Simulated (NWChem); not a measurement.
# Basis-set dependence for Hg

```xyz
1

Hg     0.0000     0.0000     0.0000
```
Charge 0, spin multiplicity 1.

The numbers come from NWChem runs, not from measurements.

Hartree-Fock energies in Ha, correlation energies in mHa.

Effective core potentials replace the inner electrons of Hg; spin-orbit coupling is left out. The correlated methods keep 4 core orbitals frozen. Coupled-cluster values serve here as a point of comparison, not as the truth.

| basis | functions | RHF | MP2 | SCS-MP2 | CCSD | CCSD+T(CCSD) | CCSD(T) | CR-CCSD[T] | CR-CCSD(T) |
|---|---|---|---|---|---|---|---|---|---|
| def2-SVP | 32 | -152.55040 | -300.2 | -269.6 | -282.4 | -287.0 | -286.5 | -286.2 | -285.8 |
| def2-TZVP | 43 | -152.55433 | -335.8 | -303.3 | -315.5 | -322.5 | -321.9 | -321.2 | -320.7 |
| def2-QZVP | 72 | -152.55458 | -450.3 | -405.9 | -410.2 | -427.5 | -427.1 | -424.1 | -423.8 |

From def2-TZVP to def2-QZVP the Hartree-Fock energy moves by -0.3 mHa and the MP2 correlation energy by -114.5 mHa, which is 25 % of its value in the larger set.
